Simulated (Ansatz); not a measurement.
An input meant for the cluster IrO2 (charge 0, doublet).

```yaml
crystal:
  periodic: [false, false, false]
  atoms:
    - {symbol: Ir, position_ang: [0.018440, 0.026166, -0.271214]}
    - {symbol: O, position_ang: [3.131553, 1.868628, 0.530743]}
    - {symbol: O, position_ang: [-3.149994, -1.894794, -0.259529]}
basis:
  gaussian: {orbitals: def2-mTZVP}
magnetization: {spin_polarized: true, initial_magnetization: 1}
hamiltonian: {xc: {name: B97}}
scf: {lower_state_search: off}
output: {forces: true}
```

```sh
$ ansatz run in.yaml --threads 4 --pin off --events-out ev --progress --plain --max-ram 3916MiB
```

Shortened log:

```
Functional definition: B97
  name "B97"
  cite "Becke, J. Chem. Phys. 107, 8554 (1997) doi:10.1063/1.475007"
  parameter cx = 0.1943
  parameter cx0 = 0.8094
  parameter cx1 = 0.5073
  parameter cx2 = 0.7481
  parameter css0 = 0.1737
  parameter css1 = 2.3487
  parameter css2 = -2.4868
  parameter cos0 = 0.9454
  parameter cos1 = 0.7471
  parameter cos2 = -4.5961
  exchange = spin_sum(e_x_unif_s*poly(b97_u_x, cx0, cx1, cx2)) + cx*exact_x
  correlation = spin_sum(e_c_pw_same_spin*poly(b97_u_same, css0, css1, css2))
      + integral(e_c_pw_opposite_spin*poly(b97_u_opposite, cos0, cos1, cos2))
these checks for a lower state are left out or cut short: stability, starts, cluster_reference, orbital_swaps, neighbouring_geometries, increment
685 factors; their error is unknown
mean field evaluation 1: about -6819.0615 eV, gradient 1.0e2 eV
mean field evaluation 2: about -5732.2096 eV, gradient 2.7e2 eV
mean field evaluation 4: about -6763.1618 eV, gradient 1.4e2 eV
mean field evaluation 8: about -6915.4573 eV, gradient 2.7e0 eV
mean field evaluation 16: about -6920.0546 eV, gradient 1.9e0 eV
mean field evaluation 32: about -6920.1807 eV, gradient 4.0e-3 eV
mean field -6920.19321158 eV, -254.3124098501 hartree, gradient 2.8e-6 eV, S^2 3.416041; 0 other end points of the search recorded, 0 dependent functions left out
the calculation of the forces begins
reference -6920.19325029 eV, -254.3124112726 hartree; 17, 16 occupied and 67, 68 virtual orbitals, 685 factors
Total energy: -6920.19325029 eV, -254.3124112726 hartree
Atom 0 at     0.018440     0.026166    -0.271214 Å, force    -0.006131    -0.008695     0.090125 eV/Å
Atom 1 at     3.131553     1.868628     0.530743 Å, force    -0.327340    -0.193606    -0.086630 eV/Å
Atom 2 at    -3.149994    -1.894794    -0.259529 Å, force     0.333471     0.202301    -0.003495 eV/Å
Dipole moment:     0.008718     0.012372    -0.128183 e Å
Checks for a lower state left out: stability, starts, cluster_reference, orbital_swaps, neighbouring_geometries, increment
```

(1) Something in this input is off. What?

## Answers

(1) The geometry is stretched to more than twice its size. The calculation finished and met its thresholds. The result belongs to that input, not to the species as meant. The charge 0 doublet is spin-contaminated (final ⟨S²⟩ up to 3.42, 0.75 for a pure state).
